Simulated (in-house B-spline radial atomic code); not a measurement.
Radial electron density of Cr⁴⁺, [Ar] 3d2. Method: Dirac-Kohn-Sham B3LYP, spherical fractional occupations, Fermi nucleus of rms radius 3.6452 fm. Calculated with a B-spline radial code for spherical atoms.

Caution: exact exchange at fractional occupations of open shells leaves self-interaction of up to several eV.

Columns: r (bohr), 4πr²n(r) (electrons per bohr), bar.

```
 0.00243   0.6783 #
  0.0029   0.9393 #
 0.00347    1.301 ##
 0.00415    1.792 ###
 0.00496    2.448 ###
 0.00592    3.312 #####
 0.00708    4.456 ######
 0.00846    5.922 ########
  0.0101    7.761 ###########
  0.0121    10.07 ##############
  0.0144     12.7 ##################
  0.0173    15.88 ######################
  0.0206    19.14 ###########################
  0.0247    22.54 ###############################
  0.0295    25.51 ####################################
  0.0352    27.72 #######################################
  0.0421    28.78 ########################################
  0.0503    28.44 ########################################
  0.0601    26.83 #####################################
  0.0719    24.53 ##################################
  0.0859     22.6 ################################
   0.103    22.16 ###############################
   0.123    23.83 #################################
   0.147    27.13 ######################################
   0.175    30.36 ##########################################
   0.209     31.5 ############################################
    0.25    28.93 ########################################
   0.299    22.98 ################################
   0.358    16.01 ######################
   0.427     11.2 ################
   0.511    9.922 ##############
   0.611    11.29 ################
    0.73    12.63 ##################
   0.872    11.93 #################
    1.04    9.155 #############
    1.25    5.525 ########
    1.49    2.733 ####
    1.78    1.076 ##
    2.13    0.338 
    2.54  0.08828 
    3.04  0.01766 
    3.63 0.002638
```

On this grid the curve has 3 maxima, near 0.0421, 0.209, 0.73 bohr.

The 3d5/2 radial function P(r) = rR(r), positive near the nucleus, with its small component Q(r) (sign convention: Q ≈ (P' + κP/r)/2c):

```tsv
r (bohr)	P	Q
0.0247	0.001482	-4.108e-05
0.0352	0.003956	-0.0001077
0.0503	0.01031	-0.0002734
0.0719	0.02578	-0.0006588
0.103	0.06123	-0.001489
0.147	0.1338	-0.003061
0.209	0.2643	-0.00561
0.299	0.4694	-0.009084
0.427	0.7184	-0.0125
0.611	0.9231	-0.01422
0.872	0.956	-0.01296
1.25	0.7657	-0.008982
1.78	0.4525	-0.004645
2.54	0.175	-0.001619
3.63	0.03522	-0.000307
```
